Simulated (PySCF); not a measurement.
H3O4P, charge +1, multiplicity 2. Atoms are numbered in the order given.

```xyz
8

O      0.8212     0.0945     1.3167
P      0.0235     0.0153    -0.0085
O      1.0722    -0.2734    -1.1620
O     -0.9581    -1.1908    -0.1476
O     -0.7987     1.3244    -0.1259
H      0.5926     0.7532     1.9972
H     -0.6467    -2.1087    -0.0376
H     -1.3917     1.4881    -0.8810
```
Charge +1, spin multiplicity 2.

The structure is a stationary point at PBE0-D3(BJ)/def2-SVP. The spin state was assumed, not searched. One conformer was computed; it need not be the lowest.

The numbers are results of TDA-ωB97X/def2-SVPD (PySCF), not measurements.

Vertical excitations. The molecule is in vacuum.

| state | energy (eV) | λ (nm) | f | main pairs |
|---|---|---|---|---|
| root 1 | 0.63 | 1983 | 0.000 | β HOMO→LUMO 76 % |
| root 2 | 2.82 | 440 | 0.001 | β HOMO−2→LUMO 46 %, β HOMO−7→LUMO 19 %, β HOMO−3→LUMO 15 %, β HOMO−1→LUMO 12 % |
| root 3 | 4.43 | 280 | 0.017 | β HOMO−1→LUMO 72 %, β HOMO−2→LUMO 13 %, β HOMO→LUMO 11 % |
| root 4 | 5.02 | 247 | 0.021 | β HOMO−3→LUMO 60 %, β HOMO−2→LUMO 25 %, β HOMO→LUMO 9 % |
| root 5 | 5.78 | 214 | 0.001 | β HOMO−4→LUMO 89 % |
| root 6 | 6.03 | 206 | 0.008 | β HOMO−5→LUMO 77 % |
| root 7 | 6.32 | 196 | 0.033 | β HOMO−6→LUMO 68 %, β HOMO−7→LUMO 12 % |
| root 8 | 7.00 | 177 | 0.003 | β HOMO−7→LUMO 60 %, β HOMO−6→LUMO 24 % |
| root 9 | 9.53 | 130 | 0.001 | α HOMO→LUMO 25 %, β HOMO→LUMO+1 45 % |
| root 10 | 9.85 | 126 | 0.000 | α HOMO−1→LUMO 37 %, α HOMO→LUMO 7 %, α HOMO→LUMO+1 6 %, β HOMO−1→LUMO+1 15 % |
Unrestricted roots are not spin-pure.
